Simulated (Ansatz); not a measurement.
The inner images of a band of Cl$_{2}$GaH (4 atoms, charge 0, multiplicity 1) are given out of order.

Theory: Ansatz 0.2.0, RKS PBE/def2-SVP.

Image 0:

```xyz
4
Properties=species:S:1:pos:R:3
Ga 0.318 0.000 0.381
H 0.091 0.000 1.922
Cl 2.288 0.000 -0.489
Cl -1.320 0.000 -1.018
```

Image 8:

```xyz
4
Properties=species:S:1:pos:R:3
Ga -1.238 0.000 0.399
H 1.991 0.000 1.766
Cl 2.011 0.000 0.468
Cl -1.387 0.000 -1.838
```

Put them in order from the first end to the last, with their energies above the first end.
A.
```xyz
4
Properties=species:S:1:pos:R:3
Ga -0.962 0.000 0.525
H 1.542 0.000 1.483
Cl 2.302 0.000 0.423
Cl -1.504 0.000 -1.636
```
B.
```xyz
4
Properties=species:S:1:pos:R:3
Ga -0.060 0.000 0.401
H 0.745 0.000 1.714
Cl 2.150 0.000 -0.084
Cl -1.458 0.000 -1.235
```
C.
```xyz
4
Properties=species:S:1:pos:R:3
Ga -0.752 0.000 0.613
H 1.359 0.000 1.311
Cl 2.264 0.000 0.343
Cl -1.494 0.000 -1.472
```
D.
```xyz
4
Properties=species:S:1:pos:R:3
Ga -1.086 0.000 0.438
H 1.761 0.000 1.674
Cl 2.183 0.000 0.446
Cl -1.480 0.000 -1.763
```
E.
```xyz
4
Properties=species:S:1:pos:R:3
Ga -0.298 0.000 0.515
H 1.007 0.000 1.488
Cl 2.154 0.000 0.084
Cl -1.486 0.000 -1.292
```
F.
```xyz
4
Properties=species:S:1:pos:R:3
Ga 0.143 0.000 0.350
H 0.425 0.000 1.869
Cl 2.214 0.000 -0.275
Cl -1.404 0.000 -1.149
```
G.
```xyz
4
Properties=species:S:1:pos:R:3
Ga -0.487 0.000 0.592
H 1.204 0.000 1.326
Cl 2.167 0.000 0.215
Cl -1.507 0.000 -1.338
```

F (+28.4 kJ/mol), B (+114.6 kJ/mol), E (+181.3 kJ/mol), G (+141.3 kJ/mol), C (+102.3 kJ/mol), A (+94.5 kJ/mol), D (+91.3 kJ/mol).

Run time: 69 s on 1 thread of Intel(R) Xeon(R) 6975P-C (Granite Rapids), with other jobs on the host, peak memory 0.13 GiB.
